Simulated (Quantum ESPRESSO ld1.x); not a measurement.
Problem. All-electron atom: Os LXVII in [Ne] (the NIST ground configuration). All-electron calculation, scalar-relativistic Kohn-Sham, relativistic LDA (MacDonald-Vosko exchange, VWN5 correlation), spin-unpolarised, spherical densities, point nucleus. Program: ld1.x of Quantum ESPRESSO 7.5. Some entries of the table are withheld. Estimate them.

| orbital | occ. | eigenvalue (eV) | r(max) (bohr) | <r^2> (bohr^2) |
|---|---|---|---|---|
| 1s | 2 | (1) | (2) | 0.0004360 |
| 2s | 2 | -18398.4 | 0.063 | 0.006467 |
| 2p | 6 | -16814.8 | (3) | (4) |

Solution. 
(1) 1s eigenvalue (eV): -79335.0
(2) 1s r(max) (bohr): 0.011
(3) 2p r(max) (bohr): 0.052
(4) 2p <r^2> (bohr^2): 0.005323
